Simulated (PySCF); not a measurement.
## Ionisation energy of Se²⁺ by level of theory

Se²⁺ [Ar] 3d10 4s2 4p2 (3P) → Se³⁺ [Ar] 3d10 4s2 4p1 (2P), as a difference of total energies. Computed with PySCF 2.14 in def2-SVP (5s4p3d, 32 functions), with the non-relativistic Hamiltonian (point nucleus). Correlated levels: valence: [Ar] 3d10 frozen. The calculations carry no spin-orbit coupling.

```tsv
method	ionisation energy (eV)	difference from reference (eV)
UHF	30.926	-0.771
M06-2X	31.342	-0.355
PBE	31.575	-0.122
MP2 (valence)	31.194	-0.503
SCS-MP2 (valence)	31.125	-0.572
CCSD (valence)	31.221	-0.476
CCSD(T) (valence)	31.228	-0.469
```

Reference: 31.697 ± 0.019 eV (measured; NIST Atomic Spectra Database, ionization energies).

These non-relativistic numbers lack the scalar-relativistic shift.

The reference lies between the lowest fine-structure levels, while these numbers refer to the centres of the terms.

Errors of the correlated levels include the incompleteness of this basis and the frozen core.
